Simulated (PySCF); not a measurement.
**Working out the ionisation energy of F⁺**

F⁺ [He] 2s2 2p4 (3P) → F²⁺ [He] 2s2 2p3 (4S). Calculation: PySCF 2.14, in aug-cc-pVDZ-DK (4s3p2d, 23 functions); the spin-free X2C one-electron Hamiltonian (Gaussian nucleus). Frozen: 1s2. Energies in hartree (1 hartree = 27.21139 eV):

```json
{"part": "UHF", "F⁺ (lower)": "-98.888754", "F²⁺ (upper)": "-97.663623"}
{"part": "CCSD correlation", "F⁺ (lower)": "-0.118263", "F²⁺ (upper)": "-0.084901"}
{"part": "(T)", "F⁺ (lower)": "-0.001222", "F²⁺ (upper)": "-0.000512"}
```

Task: What does Hartree-Fock give?

Result: (-97.663623) − (-98.888754) = 1.225131 hartree = 33.338 eV.

Task: What do CCSD and CCSD(T) give?

Result: The CCSD correlation energies differ by 0.033362 hartree = 0.908 eV and the triples by 0.000710 hartree = 0.019 eV, so CCSD gives 34.246 eV and CCSD(T) 34.265 eV.

Measured between the centres of the two terms (NIST): 34.950 eV, so CCSD(T) (valence) is off by -0.685 eV.

A double-zeta basis recovers only part of the correlation energy.

What remains against the reference includes basis incompleteness, the frozen core and higher excitations.
